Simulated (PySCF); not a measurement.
This PySCF input asks for the NMR shieldings of `InChI=1S/C4H8N2Si2/c1-2-4-7-6-8(4)3-5/h2,4,6,8H,1,7H2/t4-,8-/m1/s1`; the geometry comes from GFN2-xTB.

```python
import basis_set_exchange as bse
import numpy as np
from pyscf import gto, dft
from pyscf.prop import nmr

atoms = """
C    -1.848504    1.673071   -1.068704
C    -1.051540    1.023847   -0.235128
C    -0.328253   -0.221558   -0.559410
Si   -0.540228   -1.698425    0.670126
N     1.200532   -1.614007    0.816056
Si    1.563882   -0.255221   -0.203702
C     2.169935    1.212368    0.781484
N     2.541806    2.108470    1.390366
H    -2.359331    2.577353   -0.785964
H    -2.019922    1.322449   -2.074122
H    -0.898239    1.407601    0.766098
H    -0.552625   -0.503513   -1.589681
H    -1.242787   -1.398467    1.914660
H    -0.988076   -2.954393    0.072086
H     1.820180   -2.178943    1.372189
H     2.525573   -0.491687   -1.277766
"""
names = dict.fromkeys(["C", "Si", "N", "H"], "pcSseg-1")
basis = {el: gto.basis.parse(bse.get_basis(n, elements=[el], fmt="nwchem")) for el, n in names.items()}
mol = gto.M(atom=atoms, basis=basis, charge=0, verbose=0)
mf = dft.RKS(mol, xc="PBE0")
mf.grids.level = 2
mf.grids.alignment = dft.numint.BLKSIZE   # the property module wants whole blocks of grid points
mf.conv_tol = 1e-9
mf.kernel()

calc = nmr.RKS(mf)   # GIAO
C = mf.mo_coeff
Co = C[:, mf.mo_occ > 0]
resp = mf.gen_response(singlet=True, hermi=2)
def vind(x):   # induced exchange potential for any number of trial vectors
    d = np.einsum("pi,xij,qj->xpq", C, 2 * x.reshape(-1, C.shape[1], Co.shape[1]), Co, optimize=True)
    return np.einsum("xpq,pi,qj->xij", resp(d - d.transpose(0, 2, 1)), C, Co, optimize=True).ravel()
mo1, _ = nmr.rhf.solve_mo1(calc, with_cphf=vind)
sigma = calc.kernel(mo1)
for i, s in enumerate(sigma):   # ppm
    w = np.linalg.eigvalsh((s + s.T) / 2)
    print("%2d %-2s iso %8.1f  s11 %8.1f  s22 %8.1f  s33 %8.1f" % (i, mol.atom_pure_symbol(i), w.mean(), *w))
```

Q: Give the expected output.

A: 
```
 0 C  iso     68.5  s11    -38.6  s22     91.0  s33    153.2
 1 C  iso     44.2  s11    -78.3  s22     51.8  s33    159.0
 2 C  iso    151.0  s11    116.4  s22    163.5  s33    173.2
 3 Si iso    363.0  s11    331.0  s22    348.4  s33    409.6
 4 N  iso    232.8  s11    204.0  s22    215.0  s33    279.4
 5 Si iso    387.1  s11    337.4  s22    391.4  s33    432.3
 6 C  iso     61.5  s11    -53.2  s22    -50.5  s33    288.2
 7 N  iso    -92.9  s11   -293.8  s22   -269.3  s33    284.4
 8 H  iso     26.6  s11     23.6  s22     25.2  s33     30.9
 9 H  iso     26.5  s11     23.4  s22     25.6  s33     30.5
10 H  iso     25.1  s11     22.7  s22     23.9  s33     28.6
11 H  iso     28.7  s11     25.8  s22     28.7  s33     31.7
12 H  iso     26.4  s11     23.7  s22     24.1  s33     31.3
13 H  iso     26.3  s11     23.4  s22     23.7  s33     31.9
14 H  iso     31.5  s11     23.5  s22     26.4  s33     44.6
15 H  iso     26.3  s11     22.8  s22     24.1  s33     31.8
```

These numbers come from an equivalent density-fitted implementation of the same equations, which agrees with the script to about 0.01 ppm for H and up to a few tenths of a ppm for heavy atoms, so last digits may differ.

Size and cost of the density-fitted run: 190 basis functions, 56 s wall time on 1 thread of an Arm Neoverse N1, shared host; peak memory 0.8 GiB.
